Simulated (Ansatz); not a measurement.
Geometry optimisation, RKS PBE0/def2-SVP (Ansatz 0.2.0).

The input (input.yaml):

```yaml
crystal:
  periodic: [false, false, false]
  atoms:
    - { symbol: Hf, position_ang: [-0.217128, -0.166354, 0.06123] }
    - { symbol: O, position_ang: [-0.275671, 0.148996, 2.06404] }
    - { symbol: H, position_ang: [-0.775652, -0.24765, 2.781546] }
    - { symbol: O, position_ang: [1.563552, -0.413618, -0.585654] }
    - { symbol: H, position_ang: [2.486154, -0.446613, -0.827643] }
    - { symbol: Cl, position_ang: [-1.384259, 1.528944, -1.135205] }
    - { symbol: O, position_ang: [-1.200523, -1.776447, -0.22047] }
    - { symbol: H, position_ang: [-1.523673, -2.590965, -0.599685] }
    - { symbol: Cl, position_ang: [1.664799, 2.726255, 1.450266] }
    - { symbol: H, position_ang: [0.983602, 1.941352, 2.286276] }
basis:
  gaussian: { orbitals: def2-SVP }
hamiltonian:
  xc: pbe0
relax:
  f_tol: 0.03
  max_steps: 50
```

Command:

```bash
$ ansatz run input.yaml --threads 4 --pin off --max-ram 5120MiB --backend cpu --events-out ev --progress --plain --runs-dir out
```

Where does it end, and by what steps?

The forces met the threshold. The force dipped under the threshold on the way, but the program's further checks kept it going. After 10 steps the energy has fallen by 0.146 eV; Cl9 moved furthest, 0.42 Å.

```csv
step,energy less start (eV),largest force component (eV/Å),accepted
0,0.0000,1.313,yes
1,-0.0981,0.471,yes
2,-0.1312,0.385,yes
3,-0.1381,0.120,yes
4,-0.1395,0.213,yes
5,-0.1412,0.197,yes
6,-0.1407,0.394,no
7,-0.1449,0.018,yes
8,-0.1448,0.119,no
9,-0.1454,0.010,yes
10,-0.1455,0.028,yes
```

```xyz
10
Properties=species:S:1:pos:R:3
Hf -0.264 -0.169 0.000
O -0.249 0.296 1.916
H -0.644 0.020 2.747
O 1.522 -0.386 -0.639
H 2.460 -0.306 -0.809
Cl -1.411 1.511 -1.225
O -1.223 -1.813 -0.183
H -1.485 -2.687 -0.468
Cl 1.751 2.587 1.836
H 0.864 1.650 2.099
```

Whether the end is a true minimum wasn't checked by a vibrational analysis.

Time of the run: 37 s on 4 threads of Arm Neoverse V1, on a shared host, peak memory 0.35 GiB.
